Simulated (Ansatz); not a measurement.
Cost and result up the ladder for Zn₄H₁₄S₄ (22 atoms). Total charge 0; singlet. Geometry: PBE-D4/def2-SVP.

```xyz
22

Zn   -1.2119    2.5187    0.8269
S     1.2062    0.5722    1.9472
Zn   -1.4900   -1.6103    1.9138
S    -1.9008    0.1897    0.2316
S     0.6275   -2.2097   -0.5428
Zn    2.0694   -0.2021   -0.2543
Zn   -1.8746   -0.4555   -2.1838
S     0.8324    1.3759   -1.7275
H    -2.4633    3.3092    1.3415
H     0.3591    2.5272    0.5013
H     1.9860   -0.2751    2.6940
H     2.1059    1.6025    2.0651
H     0.1086   -1.7307    1.9345
H    -2.8593   -2.1192    2.4759
H    -3.2435    0.3220    0.3951
H     1.4203   -3.0303    0.2202
H     1.2170   -2.6245   -1.7109
H     3.6160   -0.3528   -0.4478
H    -3.3265   -0.3525   -2.7644
H    -0.3309   -0.8073   -2.4460
H     1.7235    2.4102   -1.5844
H     1.4288    0.9423   -2.8852
```

Ansatz on 2 threads of AMD EPYC 7R13 on a shared host and a share (18 GiB) of an NVIDIA H100 80GB HBM3. Times are rough, and most runs start from the orbitals of an earlier one. PBE0-D4/def2-TZVP serves as the yardstick here, not as an exact answer. Differences are given only for rows in sets of like size (and for xTB, whose basis is part of the method), since another set adds its own error. Binding counts from free atoms at the same level (Zn singlet, S triplet, H doublet; other spins of the atoms weren't run), without zero-point energy or a counterpoise term.

Single mean-field runs in def2-TZVP are fitted with def2-universal-jkfit. In the singlet geometry the species has come apart into loosely held pieces.

| level | functions | binding energy per atom (eV) | difference from PBE0-D4/def2-TZVP (eV) |
| --- | --- | --- | --- |
| PBE-D4/def2-TZVP (with forces) | 424 | 2.16 | 0.01 |
| r2SCAN-D4/def2-TZVP (with forces) | 424 | 2.20 | 0.06 |
| PBE0-D4/def2-SVP | 266 | 2.17 | – |
| PBE0-D4/def2-TZVP | 424 | 2.15 | 0.00 |
| PBE-D4/def2-SVP | 266 | 2.19 | – |

Question: Estimate how long each takes.

Answer: PBE-D4/def2-SVP 1.7 s; PBE0-D4/def2-SVP 1.9 s; PBE0-D4/def2-TZVP 2 s; PBE-D4/def2-TZVP (with forces) 2.5 s; r2SCAN-D4/def2-TZVP (with forces) 3 s. On shared hardware such times vary by a factor of up to 3.
